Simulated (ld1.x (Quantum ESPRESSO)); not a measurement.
## hydrogen (H), TM semilocal: configuration errors across variants

- Element: H (Z = 1)
- Generator: ld1.x (Quantum ESPRESSO) 7.5
- Type: norm-conserving Troullier–Martins (semilocal form)
- Functional: LDA (PZ)
- Relativity: scalar-relativistic
- Frozen core: none
- Valence charge: 1
- Reference configuration: 1s1
- Partial waves: 1s (bound): rc 1.35 bohr; 2p channel at -0.05 Ry: rc 1.10 bohr
- Local potential: the p channel
- Core correction: none

All-electron excitation energies from the reference (eV): (1) 1s0.5 4.645; (2) 1s1 spin -0.897; (3) 1s0.5 spin 4.258.

Spin tests fill each open shell by Hund’s rule, majority spin first.

A semilocal file is local in each channel, so a ghost entry of none says nothing of the separable form that plane-wave codes build from it.

Errors AE − PS in meV (a dash: test not solved or not reliable):

| change | (1) | (2) | (3) | bound ghosts |
| --- | --- | --- | --- | --- |
| base | +1.9 | -6.1 | -2.2 | none |
| wave 1s (bound): rc 1.35 bohr becomes 1s (bound): rc 1.08 bohr | +0.7 | -2.6 | -1.1 | none |
| wave 1s (bound): rc 1.35 bohr becomes 1s (bound): rc 1.24 bohr | +1.4 | -4.6 | -1.7 | none |
| wave 1s (bound): rc 1.35 bohr becomes 1s (bound): rc 1.42 bohr | +2.4 | -7.4 | -2.5 | none |
| wave 1s (bound): rc 1.35 bohr becomes 1s (bound): rc 1.64 bohr | +4.7 | -12 | -3.7 | none |
| wave 1s (bound): rc 1.35 bohr becomes 1s (bound): rc 1.76 bohr | +6.4 | -16 | -4.3 | none |
| wave 1s (bound): rc 1.35 bohr becomes 1s (bound): rc 2.06 bohr | +12 | -26 | -5.4 | none |

Give the same row for: wave 1s (bound): rc 1.35 bohr becomes 1s (bound): rc 0.90 bohr.

+0.2, -1.3, -0.6; bound ghosts: none.
